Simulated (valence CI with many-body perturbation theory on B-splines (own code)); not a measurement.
Energy levels of Ba VI

Computed by configuration interaction combined with many-body perturbation theory (CI+MBPT): five valence electrons over a frozen Dirac-Fock core [Kr] 4d10, radial functions for each j: 11 s, 11 p, 10 d, 8 f, 5 g, 2 h, with the one-electron correlation potential Σ1, the two-electron term Σ2, the three-electron term Σ3, Breit, model QED; selected CI, second order for the rest, scaled by the run's own slope (own B-spline code, finite nucleus).

Set against measurement, 45 paired levels are off by 340 cm⁻¹ on average, the worst by 785. These come from a selection out of Sansonetti and Curry, J. Phys. Chem. Ref. Data 39, 043103 (2010). Levels without a partner in it may be off by more, other configurations by several thousand cm⁻¹. Among the levels kept, up to 2800 cm⁻¹ of a level comes from second order outside the variational space, and about a tenth of that is noise between levels of different J, which matters for small intervals. 1 measured level below the end of the list, from 200938 cm⁻¹ on, found no clear computed partner.

Levels 136 to 180 of 182, with energies above the lowest level, 5s²5p³ ⁴S°_3/2. "Leading %" is the weight of the configuration and term that name the level; weights of strongly mixed levels are sums over their largest components and can fall short.

```tsv
No.	Configuration	Term	J	E (eV)	Leading %	g	Second component
136	4f5s5p³	⁴F	7/2	38.731	44	1.124	31 % 4f5s5p³ ⁴G
137	4f5s5p³	⁴F	5/2	38.764	46	0.925	19 % 4f5s5p³ ⁴G
138	4f5s5p³	⁴G	9/2	38.791	38	1.092	15 % 4f5s5p³ ²H
139	4f5s5p³	⁴F	3/2	38.827	69	0.554	7 % 4f5s5p³ ²D
140	5s²5p²6p	⁴P°	1/2	38.865	64	2.174	15 % 5s²5p²6p ²P°
141	4f5s5p³	²F	5/2	38.947	42	0.895	16 % 4f5s5p³ ⁴G
142	5s5p³5d	⁴D°	1/2	38.957	83	0.133	4 % 5s5p³5d ²P°
143	4f5s5p³	⁴F	9/2	38.991	46	1.216	9 % 4f5s5p³ ²G
144	4f5s5p³	⁴G	11/2	39.032	40	1.192	30 % 4f5s5p³ ²H
145	4f5s5p³	⁴D	1/2	39.048	53	0.317	23 % 4f5s5p³ ²P
146	4f5s5p³	⁴G	7/2	39.147	34	1.038	17 % 4f5s5p³ ⁴F
147	5s5p³5d	⁴F°	3/2	39.178	44	0.812	40 % 5s5p³5d ⁴D°
148	4f5s5p³	⁴D	3/2	39.181	40	1.189	10 % 4f5s5p³ ⁴P
149	5s²5p²6p	⁴P°	3/2	39.301	47	1.480	18 % 5s²5p²6p ²D°
150	5s²5p²6p	⁴D°	7/2	39.302	58	1.327	30 % 5s²5p²6p ²F°
151	4f5s5p³	⁴G	5/2	39.315	28	0.883	13 % 4f5s5p³ ²F
152	5s5p³5d	⁴F°	5/2	39.395	57	1.094	22 % 5s5p³5d ⁴D°
153	4f5s5p³	⁴D	5/2	39.438	34	1.158	10 % 4f5s5p³ ²D
154	5s²5p²6p	²P°	3/2	39.616	54	1.224	26 % 5s²5p²6p ²D°
155	4f5s5p³	⁴D	7/2	39.618	50	1.300	19 % 4f5s5p³ ²F
156	4f5s5p³	²G	9/2	39.639	20	1.061	17 % 4f5s5p³ ²H
157	5s5p³5d	⁴F°	7/2	39.718	60	1.233	10 % 5s5p³5d ⁴G°
158	4f²5s²5p	⁴I°	9/2	39.774	60	0.804	28 % 4f²5s²5p ²H°
159	5s²5p²6p	²D°	5/2	39.890	39	1.190	27 % 5s²5p²6p ²F°
160	4f5s5p³	²D	3/2	40.075	44	0.925	13 % 4f5s5p³ ²P
161	4f5s5p³	²F	7/2	40.080	31	1.062	17 % 4f5s5p³ ²G
162	5s5p³5d	⁴G°	5/2	40.104	41	0.676	25 % 4f²5s²5p ⁴G°
163	4f²5s²5p	⁴I°	11/2	40.161	58	1.014	23 % 4f²5s²5p ⁴H°
164	5s5p³5d	⁴F°	9/2	40.172	47	1.245	16 % 5s5p³5d ⁴G°
165	5s²5p²6p	²P°	1/2	40.298	32	1.416	28 % 5s5p³5d ²S°
166	4f²5s²5p	⁴H°	9/2	40.313	27	1.051	13 % 4f²5s²5p ²H°
167	4f²5s²5p	⁴G°	7/2	40.315	22	1.000	18 % 5s5p³5d ⁴G°
168	4f5s5p³	²G	7/2	40.330	43	0.980	5 % 4f5s5p³ ⁴G
169	5s²5p²6p	²P°	1/2	40.367	28	1.486	25 % 5s5p³5d ²S°
170	4f²5s²5p	⁴H°	7/2	40.454	35	0.887	23 % 5s5p³5d ⁴G°
171	4f²5s²5p	⁴G°	5/2	40.532	50	0.678	22 % 5s5p³5d ⁴G°
172	4f²5s²5p	⁴H°	13/2	40.570	41	1.154	40 % 4f²5s²5p ⁴I°
173	4f²5s²5p	⁴G°	11/2	40.596	39	1.172	35 % 4f²5s²5p ²H°
174	4f²5s²5p	⁴G°	7/2	40.654	27	0.969	20 % 4f²5s²5p ⁴H°
175	4f5s5p³	²H	11/2	40.703	35	1.135	22 % 4f5s5p³ ⁴G
176	4f5s5p³	²D	5/2	40.735	37	1.103	21 % 4f5s5p³ ²F
177	4f²5s²5p	²D°	3/2	40.751	50	0.698	32 % 4f²5s²5p ⁴F°
178	5s5p³5d	⁴F°	9/2	40.778	29	1.205	19 % 4f²5s²5p ⁴G°
179	4f²5s²5p	²D°	5/2	40.783	34	1.107	16 % 4f²5s²5p ⁴F°
180	4f5s5p³	²D	3/2	40.857	12	0.887	11 % 4f5s5p³ ⁴F
```

Names give the largest LS component (configuration and term), which can be under half, so a name can repeat, a term be missing and a line seem to break the LS rules; names also repeat where a configuration has a term twice.

Where two levels of one J and parity lie close, their mixing, g and order are uncertain.
